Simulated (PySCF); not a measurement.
Match the calculated data to a structure.

All candidates are C8H12.

- 13C NMR: chemical shifts (computed TMS as zero) by class: 147.4 (2 C), 138.5 (2 C), 121.5 (2 C), 45.5 (2 C) ppm [GIAO PBE0/pcSseg-1]
- 1H NMR: chemical shifts (computed TMS as zero) by class: 5.97 (2 H), 5.61 (2 H), 5.40 (2 H), 5.25 (2 H), 2.85 (4 H) ppm [GIAO PBE0/pcSseg-1]
- Dipole: 0.19 D [PBE0/pcSseg-1]
- Rotational structure: rotational constants A, B, C: 6.497, 0.677, 0.649 GHz [GFN2-xTB]

Gas-phase values; electronic properties from PySCF, density fitting. Levels stand in brackets. The structure is a single GFN2-xTB conformer in the gas phase; no vibrational or solvent corrections. NMR values are class means; diastereotopic atoms form classes of their own.

Question: Which candidate is it?
A. `C(=C1CC1)C1CCC1`
B. `C=C/C=C\C/C=C/C`
C. `C=C[C@H](C)C1=CCC1`
D. `C=CC/C=C/CC=C`

Answer: D. It is `C=CC/C=C/CC=C`. Numbering: `[CH2:1]=[CH:2][CH2:3]/[CH:4]=[CH:5]/[CH2:6][CH:7]=[CH2:8]`. Its formula, C8H12, gives 3 degrees of unsaturation: 0 rings and 3 π bonds in the structure found. 8 carbons fall into 4 classes; from least to most shielded: alkene CH carbon [C2/C7] (147.4 ppm, 2 C), alkene CH carbon [C4/C5] (138.5 ppm, 2 C), terminal =CH2 carbon [C1/C8] (121.5 ppm, 2 C), allylic carbon [C3/C6] (45.5 ppm, 2 C). Hydrogen classes from least to most shielded: 2 H on 2 alkene CH carbons, C2/C7 (5.97 ppm), 2 H on 2 alkene CH carbons, C4/C5 (5.61 ppm), 2 H on 2 terminal =CH2 carbons, C1/C8 (5.40 ppm), 2 H on 2 terminal =CH2 carbons, C1/C8 (5.25 ppm), 4 H on 2 allylic carbons, C3/C6 (2.85 ppm). The optimised geometry has point group C2 and is an asymmetric top.

The others, at the same levels:
- `C=C/C=C\C/C=C/C` fails: it has 8 carbon classes against 4; its computed 13C shifts are 140.2 (1 C), 139.5 (1 C), 136.7 (1 C), 136.5 (1 C), 134.8 (1 C), 124.4 (1 C), 37.9 (1 C), 22.1 (1 C) ppm, 1H shifts are 7.03 (1 H), 6.22 (1 H), 5.82 (1 H), 5.58 (1 H), 5.52 (1 H), 5.51 (1 H), 5.44 (1 H), 3.00 (2 H), 1.83 (3 H) ppm and rotational constant A is 6.966 GHz (against 6.497 GHz).
- `C(=C1CC1)C1CCC1` fails: it has 7 carbon classes against 4; its computed 13C shifts are 133.9 (1 C), 126.0 (1 C), 39.5 (1 C), 28.9 (2 C), 17.5 (1 C), 4.9 (1 C), 4.1 (1 C) ppm, 1H shifts are 6.24 (1 H), 3.17 (1 H), 2.26 (2 H), 2.00 (1 H), 1.94 (2 H), 1.84 (1 H), 1.04 (2 H), 0.99 (2 H) ppm and smallest rotational constant is 0.929 GHz (against 0.649 GHz).
- `C=C[C@H](C)C1=CCC1` fails: it has 8 carbon classes against 4; its computed 13C shifts are 160.9 (1 C), 152.2 (1 C), 134.5 (1 C), 120.6 (1 C), 47.4 (1 C), 32.3 (1 C), 27.8 (1 C), 19.0 (1 C) ppm, 1H shifts are 6.05 (1 H), 5.69 (1 H), 5.40 (1 H), 5.24 (1 H), 2.65 (1 H), 2.62 (1 H), 2.42 (1 H), 2.35 (1 H), 2.35 (1 H), 1.24 (3 H) ppm and rotational constant A is 3.382 GHz (against 6.497 GHz).

Each candidate is one conformer, not necessarily the lowest. The conformers computed, where there is a choice (atom-mapped SMILES and torsion angles):
- `[CH2:1]=[CH:2][CH2:3]/[CH:4]=[CH:5]/[CH2:6][CH:7]=[CH2:8]`: C1–C2–C3–C4 117°, C2–C3–C4–C5 117°, C4–C5–C6–C7 117°, C5–C6–C7–C8 117°
- `[CH2:1]=[CH:2]/[CH:3]=[CH:4]\[CH2:5]/[CH:6]=[CH:7]/[CH3:8]`: C1–C2–C3–C4 178°, C3–C4–C5–C6 113°, C4–C5–C6–C7 116°
- `[CH:1](=[C:2]1[CH2:3][CH2:4]1)[CH:5]1[CH2:6][CH2:7][CH2:8]1`: C2–C1–C5–C6 129°
- `[CH2:1]=[CH:2][C@H:3]([CH3:4])[C:5]1=[CH:6][CH2:7][CH2:8]1`: C1–C2–C3–C4 -123°, C2–C3–C5–C6 112°
